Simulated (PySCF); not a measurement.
Estimate the missing entries of this data sheet.

C₉H₁₇N.
SMILES: `C/N=C/C1CCCCCC1`

```json
{"property": "point group", "level": "PBE0-D3(BJ)/def2-SVP", "value": "?"}
{"property": "rotational constants A, B, C", "level": "PBE0-D3(BJ)/def2-SVP", "value": "2.758, 0.682, 0.602 GHz"}
{"property": "dipole moment", "level": "KT2/pcSseg-1", "value": "1.31 D"}
{"property": "HOMO energy", "level": "KT2/pcSseg-1", "value": "-5.76 eV"}
{"property": "LUMO energy", "level": "KT2/pcSseg-1", "value": "?"}
{"property": "13C chemical shifts (computed TMS as zero) by class", "level": "GIAO KT2/pcSseg-1", "value": "?"}
{"property": "1H chemical shifts (computed TMS as zero) by class", "level": "GIAO KT2/pcSseg-1", "value": "7.33 (1 H), 3.31 (3 H), 2.32 (1 H), 1.70 (2 H), 1.64 (2 H), 1.57 (2 H), 1.53 (2 H), 1.47 (2 H), 1.46 (2 H) ppm"}
{"property": "isotropic shieldings of nuclei other than C and H, by class", "level": "GIAO KT2/pcSseg-1", "value": "?"}
```

Electronic properties: PySCF, gas phase, density fitting. Geometry: PBE0-D3(BJ)/def2-SVP, one conformer, isolated molecule. NMR classes are plain means over equivalent atoms (diastereotopic ones count apart unless rotation or inversion swaps them), as if these changed places fast; in this geometry the members of some classes differ.

Q: What is the LUMO energy?

A: -0.92 eV.

Q: The 13C chemical shifts (computed TMS as zero) by class?

A: 161.0 (1 C), 51.3 (1 C), 46.7 (1 C), 37.3 (2 C), 34.4 (2 C), 28.1 (2 C) ppm.

Q: The isotropic shieldings of nuclei other than C and H, by class?

A: -73 (1 N) ppm.

Q: What is the point group?

A: C1.

In atomic units the dipole is 0.51 e·bohr (1 au = 2.5417 D). With B = h/(8π²I), that is 505.379 GHz u Å² over I, the principal moments of inertia are 183.2, 741.5 and 839.8 u Å² (most abundant isotopes); the inertial defect Ic − Ia − Ib is -84.9 u Å² (zero for a rigid planar frame, negative otherwise). A dipole of 1.31 D is allowed in C1, and pure rotational transitions are dipole-allowed.
